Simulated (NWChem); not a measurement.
System: sulfolane (C4H8O2S); SMILES O=S1(=O)CCCC1

Here is an NWChem input.

```
start job
memory heap 200 mb stack 900 mb global 1100 mb
geometry units angstroms noautoz
  O      1.211205     0.412165     1.530663
  S      0.000000     0.000000     0.802167
  O     -1.211205    -0.412165     1.530663
  C     -0.442666     1.288478    -0.438742
  C      0.101127     0.765813    -1.772883
  C     -0.101127    -0.765813    -1.772883
  C      0.442666    -1.288478    -0.438742
  H     -1.533560     1.359998    -0.433130
  H     -0.004817     2.230673    -0.103521
  H     -0.407756     1.240666    -2.617632
  H      1.169239     0.998906    -1.857460
  H      0.407756    -1.240666    -2.617632
  H     -1.169239    -0.998906    -1.857460
  H      0.004817    -2.230673    -0.103521
  H      1.533560    -1.359998    -0.433130
end
basis spherical
  O library 3-21g
  S library 3-21g
  C library 3-21g
  H library 3-21g
end
dft
  xc pbe0
  iterations 150
  mulliken
end
task dft energy
```

Structure relaxed at the B3LYP/6-31G* (spherical d) level.

### Question
What results follow from this input? (PBE0/3-21G.) Quantities: basis functions; energy (Ha); highest occupied level (eV); orbital gap (eV); dipole (D).

### Answer
| Quantity | Value |
|---|---|
| number of basis functions | 83 |
| energy (Ha) | -701.55 |
| highest occupied level (eV) | -7.44 |
| orbital gap (eV) | 9.36 |
| dipole (D) | 5.59 |
